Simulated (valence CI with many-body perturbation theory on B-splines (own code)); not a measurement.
E1 line list for Eu LVIII

Method: relativistic CI+MBPT: four valence electrons over a frozen Dirac-Fock core [He], a basis of 11 s, 11 p, 9 d, 7 f, 5 g, 2 h, 1 i functions for each j, with the one-electron correlation potential Σ1, the two-electron term Σ2, the three-electron term Σ3, Breit, model QED; selected CI, second order for the rest (own B-spline code, finite nucleus).

No measured spectrum was set against this ion. As an estimate, large intervals hold to a few tenths of a per cent, small ones and those within an open d or f shell to about a per cent. Among the levels kept, up to 260 cm⁻¹ of a level comes from second order outside the variational space, and about a tenth of that is noise between levels of different J, which matters for small intervals.

Lines 201 to 250 of 251 in falling wavelength, among levels below 8509.4 eV, chosen from the strongest by gf and those to the six lowest levels. Wavelengths and rates use the calculated energies. Electric multipoles are in the length gauge, E1 and E2 with the static RPA response of the core. Weak lines are less certain than strong ones. Lines between different terms over intervals too small for the method are left out, as are lines whose strength nearly cancels. The highest levels of a list are the least certain.

Levels are named by their leading jj configuration (3d3/2^4 stands for four electrons in 3d with j = 3/2), which in mixed levels can hold well under half, so a name can repeat and another be missing. Letters in brackets count levels of one name in rising energy.

```tsv
λ vac (nm)	Upper	Lower	A (s⁻¹)	S (a.u.) with core polarisation	S without
0.1654	(2s 2p1/2 2p3/2 3d3/2) J=2 [b]	(2s 2p1/2^2 2p3/2) J=2	8.31e+14	9.28e-03	9.29e-03
0.1654	(2s 2p1/2 2p3/2 3d3/2) J=2 [d]	(2s 2p1/2^2 2p3/2) J=1	3.61e+14	4.03e-03	4.03e-03
0.1654	(2s 2p1/2 2p3/2 3d3/2) J=3 [b]	(2s 2p1/2^2 2p3/2) J=2	6.94e+14	1.08e-02	1.09e-02
0.1653	(2s 2p1/2 2p3/2 3d3/2) J=0 [b]	(2s 2p1/2^2 2p3/2) J=1	6.89e+14	1.54e-03	1.54e-03
0.1652	(2s 2p1/2 2p3/2 3d3/2) J=2 [e]	(2s 2p1/2^2 2p3/2) J=1	4.55e+14	5.07e-03	5.07e-03
0.1651	(2s 2p1/2 2p3/2 3p1/2) J=0	(2s^2 2p1/2 2p3/2) J=1	3.13e+14	6.95e-04	6.94e-04
0.1651	(2s 2p1/2 2p3/2 3p1/2) J=1 [b]	(2s^2 2p1/2 2p3/2) J=1	2.16e+14	1.44e-03	1.44e-03
0.1651	(2s 2p1/2 2p3/2 3p1/2) J=2 [c]	(2s^2 2p1/2 2p3/2) J=1	7.63e+13	8.47e-04	8.47e-04
0.1651	(2s 2p1/2 2p3/2 3d5/2) J=1 [c]	(2s 2p1/2^2 2p3/2) J=1	3.06e+14	2.04e-03	2.04e-03
0.1650	(2s 2p1/2 2p3/2 3d5/2) J=0	(2s 2p1/2^2 2p3/2) J=1	2.77e+14	6.13e-04	6.14e-04
0.1650	(2p1/2^2 2p3/2 3p1/2) J=2	(2s 2p1/2^2 2p3/2) J=2	1.16e+14	1.29e-03	1.29e-03
0.1649	(2s 2p1/2 2p3/2 3d5/2) J=2	(2s 2p1/2^2 2p3/2) J=2	6.69e+12	7.39e-05	7.40e-05
0.1648	(2s 2p1/2 2p3/2 3d3/2) J=1 [b]	(2s 2p1/2^2 2p3/2) J=2	1.93e+14	1.28e-03	1.28e-03
0.1647	(2s^2 2p1/2 3d3/2) J=1	(2s^2 2p1/2^2) J=0	8.57e+14	5.68e-03	5.68e-03
0.1647	(2s^2 2p3/2 3d3/2) J=2	(2s^2 2p1/2 2p3/2) J=2	2.80e+14	3.09e-03	3.09e-03
0.1647	(2s 2p1/2 2p3/2 3d5/2) J=3 [a]	(2s 2p1/2^2 2p3/2) J=2	4.83e+13	7.45e-04	7.45e-04
0.1646	(2s 2p1/2 2p3/2 3p1/2) J=1 [c]	(2s^2 2p1/2 2p3/2) J=2	1.12e+14	7.38e-04	7.37e-04
0.1646	(2s^2 2p3/2 3d3/2) J=3	(2s^2 2p1/2 2p3/2) J=2	6.71e+14	1.03e-02	1.03e-02
0.1646	(2s 2p1/2 2p3/2 3d5/2) J=1 [a]	(2s 2p1/2^2 2p3/2) J=2	1.95e+12	1.29e-05	1.28e-05
0.1645	(2s^2 2p3/2 3d3/2) J=1	(2s^2 2p1/2 2p3/2) J=2	1.13e+14	7.43e-04	7.44e-04
0.1644	(2s 2p1/2 2p3/2 3d3/2) J=2 [c]	(2s 2p1/2^2 2p3/2) J=2	2.37e+12	2.59e-05	2.60e-05
0.1643	(2s^2 2p3/2 3d3/2) J=2	(2s^2 2p1/2 2p3/2) J=1	3.13e+14	3.43e-03	3.43e-03
0.1643	(2s 2p1/2 2p3/2 3d3/2) J=3 [c]	(2s 2p1/2^2 2p3/2) J=2	8.49e+12	1.30e-04	1.30e-04
0.1642	(2s 2p1/2 2p3/2 3p1/2) J=1 [c]	(2s^2 2p1/2 2p3/2) J=1	3.38e+13	2.22e-04	2.22e-04
0.1641	(2s^2 2p3/2 3d3/2) J=1	(2s^2 2p1/2 2p3/2) J=1	4.98e+14	3.26e-03	3.26e-03
0.1641	(2s^2 2p3/2 3d3/2) J=0	(2s^2 2p1/2 2p3/2) J=1	6.22e+14	1.35e-03	1.36e-03
0.1640	(2s 2p1/2 2p3/2 3d5/2) J=3 [b]	(2s 2p1/2^2 2p3/2) J=2	6.16e+12	9.38e-05	9.40e-05
0.1635	(2s^2 2p3/2 3d5/2) J=2	(2s^2 2p1/2 2p3/2) J=2	4.98e+12	5.38e-05	5.39e-05
0.1632	(2s^2 2p3/2 3d5/2) J=3	(2s^2 2p1/2 2p3/2) J=2	3.27e+13	4.91e-04	4.91e-04
0.1632	(2s^2 2p3/2 3d5/2) J=2	(2s^2 2p1/2 2p3/2) J=1	2.20e+12	2.36e-05	2.36e-05
0.1631	(2s 2p1/2 2p3/2 3p3/2) J=3 [a]	(2s^2 2p1/2 2p3/2) J=2	3.81e+12	5.71e-05	5.70e-05
0.1627	(2s 2p1/2 2p3/2 3p3/2) J=2 [a]	(2s^2 2p1/2 2p3/2) J=2	2.54e+12	2.70e-05	2.70e-05
0.1627	(2s^2 2p3/2 3d5/2) J=1	(2s^2 2p1/2 2p3/2) J=1	7.64e+13	4.87e-04	4.86e-04
0.1626	(2s 2p1/2 2p3/2 3p3/2) J=1 [a]	(2s^2 2p1/2 2p3/2) J=1	1.07e+14	6.79e-04	6.79e-04
0.1624	(2s 2p1/2 2p3/2 3p3/2) J=2 [b]	(2s^2 2p1/2 2p3/2) J=2	1.40e+14	1.48e-03	1.48e-03
0.1623	(2s 2p1/2 2p3/2 3p3/2) J=2 [a]	(2s^2 2p1/2 2p3/2) J=1	1.67e+14	1.77e-03	1.76e-03
0.1623	(2s 2p1/2 2p3/2 3p3/2) J=1 [b]	(2s^2 2p1/2 2p3/2) J=2	1.72e+14	1.09e-03	1.08e-03
0.1620	(2s 2p1/2 2p3/2 3p3/2) J=0 [a]	(2s^2 2p1/2 2p3/2) J=1	3.01e+14	6.33e-04	6.32e-04
0.1619	(2s 2p1/2 2p3/2 3p3/2) J=1 [b]	(2s^2 2p1/2 2p3/2) J=1	9.43e+12	5.92e-05	5.92e-05
0.1619	(2s 2p1/2 2p3/2 3p3/2) J=3 [b]	(2s^2 2p1/2 2p3/2) J=2	1.68e+14	2.46e-03	2.46e-03
0.1618	(2s 2p1/2 2p3/2 3p3/2) J=2 [c]	(2s^2 2p1/2 2p3/2) J=2	2.98e+13	3.12e-04	3.12e-04
0.1617	(2s 2p1/2^2 3p3/2) J=1	(2s^2 2p1/2^2) J=0	2.89e+14	1.81e-03	1.81e-03
0.1615	(2s 2p1/2 2p3/2 3p3/2) J=1 [c]	(2s^2 2p1/2 2p3/2) J=2	1.11e+14	6.89e-04	6.89e-04
0.1611	(2s 2p1/2 2p3/2 3p3/2) J=1 [c]	(2s^2 2p1/2 2p3/2) J=1	1.02e+13	6.33e-05	6.32e-05
0.1609	(2s 2p1/2 2p3/2 3p3/2) J=3 [c]	(2s^2 2p1/2 2p3/2) J=2	1.11e+14	1.60e-03	1.60e-03
0.1609	(2s 2p1/2 2p3/2 3p3/2) J=2 [d]	(2s^2 2p1/2 2p3/2) J=2	7.70e+12	7.92e-05	7.91e-05
0.1606	(2s 2p1/2 2p3/2 3p3/2) J=2 [e]	(2s^2 2p1/2 2p3/2) J=2	1.23e+14	1.26e-03	1.26e-03
0.1606	(2s 2p1/2 2p3/2 3p3/2) J=1 [d]	(2s^2 2p1/2 2p3/2) J=2	3.70e+13	2.27e-04	2.27e-04
0.1605	(2s 2p1/2 2p3/2 3p3/2) J=2 [d]	(2s^2 2p1/2 2p3/2) J=1	1.38e+14	1.40e-03	1.40e-03
0.1602	(2s 2p1/2 2p3/2 3p3/2) J=1 [d]	(2s^2 2p1/2 2p3/2) J=1	9.23e+13	5.62e-04	5.62e-04
```
